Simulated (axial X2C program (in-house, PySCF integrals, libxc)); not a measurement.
Low determinants of GaBr⁻ at the PBE0 level, two-component

All values were computed with an in-house all-electron X2C program for linear molecules (integrals from PySCF). Two-component (2c) means X2C with spin–orbit coupling and atomic mean-field two-electron Coulomb and Gaunt terms. Basis: Br dyall-acv3z [9s10p7d5f1g], Ga dyall-acv3z [10s10p8d5f1g] (cores contracted in-house); Gaussian nuclei, density fitting, unrestricted open shells. Masses: Br 78.918 u, Ga 68.926 u.

Search at 2.564 Å (vertical energies from the lowest determinant):

| ΔE (eV) | state | electrons beyond evenly filled partner blocks | electrons in ±ω = 1/2, 3/2, 5/2, 7/2 |
| --- | --- | --- | --- |
| 0.00 | Ω = 1/2 | ω = 1/2 | 45 18 4 0 |
| 0.06 | Ω = 3/2 | ω = 3/2 | 44 19 4 0 |
| 2.62 | Ω = 5/2 | ω = 5/2 | 44 18 5 0 |
| 3.79 | Ω = 1/2 | 2 × ω = -1/2, ω = 3/2 | 44 19 4 0 |
| 4.00 | Ω = 5/2 | 2 × ω = 1/2, ω = 3/2 | 44 19 4 0 |
| 4.46 | Ω = 3/2 | 3 × ω = 1/2 | 45 18 4 0 |
| 4.74 | Ω = 5/2 | ω = -1/2, 2 × ω = 3/2 | 45 18 4 0 |

Lowest determinant, Ω = 1/2 (⟨Sz⟩ = -0.50, ⟨Lz⟩ = 1.00 at PBE0): Re = 2.550 Å, ωe = 175.1 cm⁻¹.

The determinant in row 2 of the search, Ω = 3/2 (⟨Sz⟩ = 0.50, ⟨Lz⟩ = 1.00 at PBE0), was followed along the bond at PBE0; measured from the minimum of the lowest determinant it gives:

Te = 0.058 eV (466 cm⁻¹), Re = 2.546 Å, ωe = 175.6 cm⁻¹.

(1) Compare the bond of the determinant in row 2 with that of the lowest one.

The search compares states at one distance, so a state with another bond length can lie lower; it is not exhaustive and yields mostly the lowest determinant of each block pattern, so other components and higher states of one pattern are missing. These are energies of single determinants, not of spin-adapted states; PBE0 term energies can be off by some tenths of an eV, and the functional has no current term. For an anion, determinants above electron detachment are held by the basis set. Row 1 has a positive highest level at its minimum. Row 2 has a positive highest level at its minimum.

Results:

(1) At PBE0 its Re is 0.004 Å shorter and its force constant, which goes as ωe², is 1.01 times that of the lowest determinant. T0 ≈ Te + Δωe/2 = 466 + (0) = 466 cm⁻¹.
